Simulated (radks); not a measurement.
Question: These are the eigenvalues of the occupied orbitals of an atom or ion with whole-number occupations (eV). All-electron calculation, Dirac Kohn-Sham, exchange-only PBE, spin-unpolarised, spherical densities, finite nucleus; Fermi nuclear charge, rms radius of each element as measured or else 0.836 A^(1/3) + 0.57 fm. Program: a radial shooting solver on a logarithmic mesh with Libxc functionals.

orbital  eigenvalue
1s1/2     -37226.31
2s1/2     -5880.823
2p1/2     -5539.838
2p3/2     -5158.058
3s1/2     -1240.197
3p1/2     -1097.045
3p3/2     -1023.262
3d3/2     -772.0240
3d5/2     -756.2931
4s1/2     -242.2809
4p1/2     -190.2536
4p3/2     -174.8643
4d3/2      -89.9006
4d5/2      -87.2869
5s1/2      -32.5936
5p1/2      -19.1637
5p3/2      -17.1030
6s1/2       -2.6561

Which element is it, and in what charge state? The configuration may be excited. Open shells, if any, fill j = l - 1/2 first.

Answer: Z = 56, barium, charge 0: Ba in [Xe] 6s2. The list shows which subshells hold electrons but not how many an open one holds; the 1s level, -1368 hartree, gives Z - s = 52.3 by -(Z - s)^2/2, which with screening and relativity narrows Z to a few neighbours, and the depths of the outer levels then fix element, charge and occupations together.
